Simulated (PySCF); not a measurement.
Se(F)4 cation (F4Se), SMILES F[Se](F)(F)F (connectivity only; charge and spin as stated), charge +1, multiplicity 2. Atoms are numbered in the order given.

```xyz
5

Se     0.0000     0.0000     0.2032
F      0.0000     1.7339     0.4860
F      1.2886     0.0000    -0.8698
F      0.0000    -1.7339     0.4860
F     -1.2886     0.0000    -0.8698
```
Charge +1, spin multiplicity 2.

Coordinates come from a B3LYP-D3(BJ)/def2-SVP optimisation. The spin state was assumed, not searched. The isomer is the one that the SMILES or the coordinates give; other isomers of the formula were not compared.

These are PySCF with PBE0/def2-TZVP values and carry that method's errors.

ESP charges are fitted to the potential on shells at 1.4 to 2.0 van der Waals radii. Atomic charges (e):

| atom | ESP fit | meta-Löwdin | Mulliken spin |
|---|---|---|---|
| Se1 | 1.17 | … | 0.31 |
| F2 | -0.04 | … | 0.31 |
| F3 | -0.04 | … | 0.03 |
| F4 | -0.04 | … | 0.31 |
| F5 | -0.04 | … | 0.03 |

**Question.** Complete the blanks. (An estimate is asked for; the answer gives what the named calculation found.)

**Answer.** 
- Se1, meta-Löwdin: 2.18
- F2, meta-Löwdin: -0.28
- F3, meta-Löwdin: -0.31
- F4, meta-Löwdin: -0.28
- F5, meta-Löwdin: -0.31

Computed Mayer and Wiberg (Löwdin basis) orders of the bonds:
```json
[
 {"bond": "Se1–F2", "Mayer": "1.03", "Wiberg": "1.53"},
 {"bond": "Se1–F3", "Mayer": "1.18", "Wiberg": "1.64"},
 {"bond": "Se1–F4", "Mayer": "1.03", "Wiberg": "1.53"},
 {"bond": "Se1–F5", "Mayer": "1.18", "Wiberg": "1.64"}
]
```
